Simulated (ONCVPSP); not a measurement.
# Varying the ONCV potential for carbon

Base potential:

ONCVPSP 4.0.1 input, shortened (lines: element, Z, core and valence counts, functional; n l f; lmax; l rc ep ncon nbas qcut; lloc lpopt rc5 dvloc0; l nproj debl; icmod fcfact rcfact), LDA (Perdew-Zunger), scalar-relativistic:

```
  C 6.00    1    2        3      upf
    1    0    2.00
    2    0    2.00
    2    1    2.00
    2
    0    0.90    0.00    3    7    5.80
    1    2.00    0.00    4    8    5.80
    2    2.10    0.39    4    7    5.00
    4    5    0.70    3.00
    0    1    1.10
    1    2    0.70
    2    2    1.00
    3    1.75    1.00
```

All-electron outer shells of the reference configuration (LDA (Perdew-Zunger), scalar-relativistic, ld1.x):

```json
{"shell": "1s", "level (eV)": "-270.81", "outermost node (bohr)": "–", "outermost maximum (bohr)": "0.18"}
{"shell": "2s", "level (eV)": "-13.64", "outermost node (bohr)": "0.38", "outermost maximum (bohr)": "1.22"}
{"shell": "2p", "level (eV)": "-5.42", "outermost node (bohr)": "–", "outermost maximum (bohr)": "1.19"}
```

Cutoffs, loose and tight: the cutoffs (Ha) at which the residual kinetic energy of the hardest occupied pseudo-wave falls to 1 and 0.1 mHa per electron. They do not see the model core or the augmentation charge, which bear on the density cutoff. Test errors are all-electron minus pseudo excitation energies from the reference, over the configurations 2s2 2p1; 2s2 2p0; 2s1 2p0; 2s2 2p1.5. A dash means not determined; rows that change the core or the reference have their own tests.

| change | outcome | cutoff, loose | cutoff, tight | bound ghosts | GHOST(+) flags above zero | largest test error (meV) |
| --- | --- | --- | --- | --- | --- | --- |
| base | generated | 20 Ha | 83 Ha | none | none | +822 |
| core correction none | generated | 20 Ha | 83 Ha | none | none | +841 |
| all radii but the core radius scaled by about 1.25 (s 1.12, p 2.50, d 2.64 bohr); local potential polynomial inside 0.88 bohr (lpopt 5, dvloc0 3 Ha) | generated | 17 Ha | 91 Ha | none | none | +1290 |
| d: qcut 5.4 | generated | 20 Ha | 83 Ha | none | none | +822 |
| local potential polynomial inside 0.75 bohr (lpopt 5, dvloc0 3 Ha) | generated | 20 Ha | 83 Ha | none | none | +822 |
| s: qcut 6.3; p: qcut 6.3; d: qcut 5.4 | generated | 19 Ha | 46 Ha | none | none | +743 |
| s: nbas 6 | generated | 20 Ha | 75 Ha | none | none | +822 |
